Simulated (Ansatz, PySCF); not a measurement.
Noncovalent pair: H2O (SMILES O) (first 3 atoms) with C2H6O (SMILES CCO); geometry from B3LYP-D3(BJ)/def2-TZVP, rigid monomers moved along the line of their centres of mass till H2···O6 is 2.16 Å.
(charge 0, multiplicity 1):
```xyz
12

O     -0.21921     0.30779     0.17249
H      0.30395     0.10224     0.96663
H      0.12509    -0.26415    -0.51973
C     -1.29862     0.39541     3.79835
C     -0.26433    -0.71109     3.71686
O      0.91324    -0.31397     2.99712
H     -2.18966     0.04321     4.32284
H     -1.58814     0.72217     2.79929
H     -0.90921     1.25619     4.34922
H      0.01758    -1.06164     4.71532
H     -0.65665    -1.56384     3.16306
H      1.29260     0.45984     3.42910
```

Interaction energies are E(AB) − E(A) − E(B) at the monomers' geometry in the complex; basis-set methods are counterpoise corrected.

Frozen-core correlation.

Codes used: Ansatz (a first-principles code) with Gaussian orbitals; PySCF for the dispersion terms. Values without a source in brackets are computed.

PBE/def2-TZVPPD gives -5.14 kcal/mol for the interaction energy.

How do the other levels lie against it? Give each less PBE: PBE-D3(BJ)/def2-TZVPPD, r2SCAN/def2-TZVPPD, PBE0/def2-TZVPPD, wB97M-V/def2-TZVPPD, MP2/aug-cc-pVDZ, CCSD(T)/aug-cc-pVDZ.

PBE-D3(BJ)/def2-TZVPPD -0.79; r2SCAN/def2-TZVPPD -0.42; PBE0/def2-TZVPPD 0.02; wB97M-V/def2-TZVPPD -0.53; MP2/aug-cc-pVDZ -0.20; CCSD(T)/aug-cc-pVDZ -0.15 kcal/mol. 1 of 6 lie above PBE; the widest gap is to PBE-D3(BJ)/def2-TZVPPD.
